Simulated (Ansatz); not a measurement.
`[SiH3][S][SnH3]` + `C=CCS` → `C=CCS[SiH3]` + `[SH][SnH3]`  (ligand exchange at the Si–S bond)

Program: Ansatz. Geometries: PBE0-D4/def2-TZVP. ΔE: electronic, gas phase. CCSD(T)/CBS adds triple-zeta CCSD(T) − MP2 to the extrapolated MP2 energy (def2 sets, frozen cores). Functionals use def2-TZVPP. Elements past krypton have def2 core potentials. For Sn outer-core shells are correlated without core-valence functions, which leaves a few kJ/mol of doubt a bond. One conformer a species, not always the lowest.

`[SiH3][S][SnH3]`:

Cartesian coordinates in Å:
```
Si 1.712 -0.032 0.090
S 0.257 1.502 -0.155
Sn -1.723 0.132 -0.101
H 1.520 -0.762 1.371
H 3.038 0.631 0.087
H 1.646 -1.023 -1.017
H -3.018 1.220 -0.287
H -1.786 -0.678 1.397
H -1.646 -0.988 -1.384
```

`C=CCS`:

Cartesian coordinates in Å:
```
C -1.209 -0.817 -0.827
C -0.493 -0.345 0.183
C 0.451 0.800 0.080
S 2.185 0.336 0.391
H -1.143 -0.383 -1.820
H -1.884 -1.656 -0.701
H -0.578 -0.807 1.164
H 0.449 1.214 -0.930
H 0.183 1.606 0.767
H 2.040 0.051 1.695
```

`C=CCS[SiH3]`:

Z-matrix (Å, degrees):
```
C
C 1 1.485
S 1 1.834 2 112.5
H 1 1.093 2 111.3 3 -116.2
H 1 1.091 2 111.4 3 122.8
C 2 1.326 1 123.9 3 -117.3
H 2 1.087 1 116.0 3 60.8
Si 3 2.131 1 100.3 2 58.2
H 6 1.086 2 121.4 1 -1.1
H 6 1.083 2 121.4 1 179.0
H 8 1.487 3 110.1 1 47.5
H 8 1.484 3 113.6 1 -74.8
H 8 1.484 3 104.7 1 166.0
```

`[SH][SnH3]`:

```xyz
6

S    -0.215   -1.621   -0.890
Sn   -0.025    0.342    0.487
H     0.208   -0.996   -2.001
H    -1.033    1.570   -0.132
H     1.598    0.867    0.508
H    -0.534   -0.162    2.030
```

| level | ΔE (eV) |
| --- | --- |
| PBE0-D4 | 0.01 |
| BLYP | 0.03 |
| BHLYP | 0.04 |
| LC-ωPBE | 0.04 |

Q: What does CCSD(T)/CBS give? (An estimate is asked.)

A: Computed: +0.04 eV. The listed levels differ from it by -0.03, -0.01, 0.00, 0.00 eV.

Largest T1 diagnostic among the species: 0.013.

The D4 term adds −0.03 eV with B3LYP and −0.02 eV with PBE0; it sums over pairs of atoms, weighted by their polarisabilities, and B3LYP, whose exchange is more repulsive, gets the larger term. Leaving LDA and LC-ωPBE aside and taking each functional with its dispersion term where it has one, the values, not all of them listed here, spread over 0.05 eV, from revPBE-D4 to PBE-QIDH. LDA lies −0.04 eV from PBE without D4. In def2-TZVPP, CCSD(T) changes the Hartree–Fock value by −0.04 eV (the triples alone add −0.01 eV) and MP2 by −0.04 eV.

B3LYP here is the variant with VWN-RPA as its local correlation; programs differ in this.
